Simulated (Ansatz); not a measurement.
Start from `N[SiH](C=O)CCl` and change one atom or group to get `N[SiH](S)CCl`.

Ansatz, PBE0-D4/def2-TZVP geometries, multiplicity 1. Each molecule was computed in one conformer, which needn't be the lowest.

```csv
property,`N[SiH](C=O)CCl`
HOMO energy (PBE/def2-TZVPP) / eV,-5.58
LUMO energy (ωB97M-V/def2-TZVPP) / eV,0.65
size of the dipole moment (B3LYP/def2-TZVPP) / D,2.30
HOMO energy (PBE0/def2-TZVPP) / eV,-7.05
HOMO–LUMO gap (ωB97M-V/def2-TZVPP) / eV,10.00
size of the dipole moment (PBE/def2-TZVPP) / D,2.19
```

Q: Give the same properties after the change, and the shifts. (An estimate is asked.)

A: The calculation gave: 
| property | `N[SiH](S)CCl` | shift |
| --- | --- | --- |
| HOMO energy (PBE/def2-TZVPP) / eV | -5.99 | -0.41 |
| LUMO energy (ωB97M-V/def2-TZVPP) / eV | 1.88 | 1.23 |
| size of the dipole moment (B3LYP/def2-TZVPP) / D | 1.28 | -1.02 |
| HOMO energy (PBE0/def2-TZVPP) / eV | -7.27 | -0.22 |
| HOMO–LUMO gap (ωB97M-V/def2-TZVPP) / eV | 11.38 | 1.38 |
| size of the dipole moment (PBE/def2-TZVPP) / D | 1.30 | -0.89 |

With PBE0 the HOMO falls by 0.22 eV and the LUMO rises by 1.66 eV, so the gap widens by about 1.88 eV. PBE moves the HOMO by -0.41 eV and ωB97M-V by -0.15 eV. Dipoles are sizes alone; their direction can turn.

B3LYP here is the variant with VWN-RPA as its local correlation; programs differ in this.
